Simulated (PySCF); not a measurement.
# Distorted geometries of [Nd(H2O)2]3+

[Nd(H2O)2]3+ (singlet in the valence; each metal's 4f electrons, 3 of them, lie in its core potential, out of spins and levels). PySCF 2.14.0, RKS PBE0, Nd lcecp-1-SVP with ECP49, O def2-SVP, H def2-SVP; non-relativistic Hamiltonian with scalar-relativistic core potentials where named; density fitting; no spin-orbit coupling. Relaxed geometry:

```xyz
7

Nd   -0.3884   -1.0638   -0.0144
O     0.0121    0.1557    1.8743
H     0.4682    1.0313    1.9735
H    -0.2176   -0.0765    2.8122
O     0.1063    0.1709   -1.8723
H     0.6336   -0.1056   -2.6675
H    -0.1733    1.0942   -2.1059
```

Order these distorted geometries by energy above the relaxed one, lowest first.
A.
```xyz
7

Nd   -0.3882   -1.1515    0.0202
O     0.0007    0.2096    1.8636
H     0.4831    1.0726    2.0158
H    -0.1287   -0.1712    2.7161
O     0.1204    0.2594   -1.9278
H     0.5813   -0.0540   -2.5950
H    -0.2275    1.0413   -2.0928
```
B.
```xyz
7

Nd   -0.3946   -1.0733   -0.0046
O     0.0682    0.1552    1.9022
H     0.4569    1.0087    1.9571
H    -0.2409   -0.0663    2.8269
O     0.0863    0.1771   -1.8988
H     0.6471   -0.1139   -2.6784
H    -0.1821    1.1186   -2.1044
```
C.
```xyz
7

Nd   -0.3858   -1.0484   -0.0240
O    -0.0239    0.1239    1.8832
H     0.4515    1.0532    1.9628
H    -0.2288   -0.0398    2.8120
O     0.1388    0.1874   -1.8722
H     0.6564   -0.1110   -2.6697
H    -0.1674    1.0409   -2.0920
```

B (0.10 eV), C (0.18 eV), A (1.11 eV).

Which forces (eV/Å) act in the one that lies 1.11 eV up?


```
Nd   0.26  1.00 -0.54
O    0.56  0.37 -2.61
H   -0.29 -0.23 -0.02
H   -0.33 -0.54  2.47
O   -1.58 -5.32  9.02
H    4.23 -2.35 -6.45
H   -2.86  7.06 -1.88
```
Forces carry noise of the integration grid, about 0.01 to 0.03 eV/Å.

An lcecp potential fixes the number of 4f electrons, so in runs with it no electron can move into or out of that shell.
